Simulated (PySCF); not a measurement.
BeFCl, SMILES [F][Be][Cl].

Geometry optimised at PBE-D3(BJ)/def2-TZVP.

The numbers are results of TDDFT-CAM-B3LYP/def2-TZVPD in PySCF, not measurements.

Vertical excitations; the highest root listed may be one member of a degenerate set. Isolated molecule, no solvent. State labels are in the subgroup C2v.

| state | symmetry | energy (eV) | λ (nm) | f | main pairs |
|---|---|---|---|---|---|
| S1 | B1 | 7.77 | 160 | 0.063 | HOMO−1→LUMO (degenerate set) |
| S2 | B2 | 7.77 | 160 | 0.063 | HOMO→LUMO (degenerate set) |
| S3 | A2 | 8.45 | 147 | 0.000 | HOMO→LUMO+1 36 %, HOMO−1→LUMO+2 36 %, HOMO→LUMO+4 10 %, HOMO−1→LUMO+5 10 % |
| S4 | A2 | 8.51 | 146 | 0.000 | HOMO−1→LUMO+2, HOMO→LUMO+1, HOMO−1→LUMO+5, HOMO→LUMO+4 (degenerate set) |
| S5 | A1 | 8.51 | 146 | 0.000 | HOMO→LUMO+2, HOMO−1→LUMO+1, HOMO→LUMO+5, HOMO−1→LUMO+4 (degenerate set) |
| S6 | A1 | 9.23 | 134 | 0.023 | HOMO−2→LUMO 35 %, HOMO−1→LUMO+1 25 %, HOMO→LUMO+2 25 % |
| S7 | B2 | 9.70 | 128 | 0.039 | HOMO→LUMO+3 (degenerate set) |
| S8 | B1 | 9.70 | 128 | 0.039 | HOMO−1→LUMO+3 (degenerate set) |
| S9 | A1 | 9.99 | 124 | 0.357 | HOMO−2→LUMO 57 %, HOMO→LUMO+2 18 %, HOMO−1→LUMO+1 18 % |
| S10 | B2 | 10.11 | 123 | 0.035 | HOMO−3→LUMO 80 % |
| T1 | B2 | 7.48 | 166 | 0 | HOMO→LUMO (degenerate set) |
| T2 | B1 | 7.48 | 166 | 0 | HOMO−1→LUMO (degenerate set) |
| T3 | A1 | 7.97 | 156 | 0 | HOMO→LUMO+2 32 %, HOMO−1→LUMO+1 32 %, HOMO→LUMO+5 12 %, HOMO−1→LUMO+4 12 % |
| T4 | A2 | 8.18 | 152 | 0 | HOMO−1→LUMO+2 34 %, HOMO→LUMO+1 34 %, HOMO−1→LUMO+5 11 %, HOMO→LUMO+4 11 % |
Triplets are in the Tamm–Dancoff approximation, which puts them higher than full response would, so one can lie above its singlet here.
